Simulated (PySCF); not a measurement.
GeI⁻: frontier orbitals

r²SCAN0 at R = 2.747 Å; PySCF, scalar-relativistic core potentials, basis sets Ge def2-TZVPPD, I def2-TZVPPD with ECP28. State: ³Σ⁻ (triplet), unpaired electrons π ↑↑. Only the outer orbitals are listed, counted within each symmetry, core potentials removing the inner ones.

| spin | orbital | occ. | ε (eV) | on Ge (%) | main shells (%) |
| --- | --- | --- | --- | --- | --- |
| α | 10σ | 1 | -14.19 | 6 | 94 I s |
| α | 11σ | 1 | -8.29 | 90 | 89 Ge s |
| α | 12σ | 1 | -3.08 | 32 | 67 I p, 22 Ge p, 10 Ge s |
| α | 6π | 1 | -2.98 | 9 | 91 I p, 8 Ge p |
| α | 6π | 1 | -2.98 | 9 | 91 I p, 8 Ge p |
| α | 7π | 1 | -0.11 | 87 | 85 Ge p, 9 I p |
| α | 7π | 1 | -0.11 | 87 | 85 Ge p, 9 I p |
| α | 13σ | 0 | 3.24 | 36 | 55 I p, 32 Ge p |
| α | 14σ | 0 | 4.05 | 41 | 75 I p, 36 Ge s |
| α | 8π | 0 | 4.23 | -1 | 100 I p |
| β | 10σ | 1 | -14.09 | 3 | 96 I s |
| β | 11σ | 1 | -6.52 | 77 | 76 Ge s, 21 I p |
| β | 6π | 1 | -2.77 | 3 | 97 I p |
| β | 6π | 1 | -2.77 | 3 | 97 I p |
| β | 12σ | 1 | -2.74 | 41 | 58 I p, 21 Ge s, 20 Ge p |
| β | 7π | 0 | 3.56 | 68 | 66 Ge p, 21 I p, 11 I d |
| β | 7π | 0 | 3.56 | 68 | 66 Ge p, 21 I p, 11 I d |
| β | 13σ | 0 | 3.56 | 13 | 98 I p, 20 Ge p |

Question: Which are the highest filled and the lowest empty level, where do they sit, and how wide is the gap?

Answer: Highest filled α 7π at -0.11 eV (in %: 85 Ge p, 9 I p); lowest empty α 13σ at 3.24 eV (in %: 55 I p, 32 Ge p); the gap at r²SCAN0 is 3.35 eV. An empty level above zero is unbound, and its energy depends on the basis.

```
bond order (Mayer)                                                                                                : 0.95
⟨S²⟩                                                                                                              : 2.010
charge on Ge (Mulliken, basis-dependent)                                                                          : -0.45
charge on Ge (Löwdin, basis-dependent)                                                                            : -0.44
dipole moment (positive dipole points towards I; it is taken about the centre of mass and depends on that origin) : 1.87 D
```

Shares are Mulliken populations and can fall outside 0 to 100 %.

Spin–orbit coupling is left out. The state is the lowest determinant that a PBE0 search found; another state may lie lower at other levels.
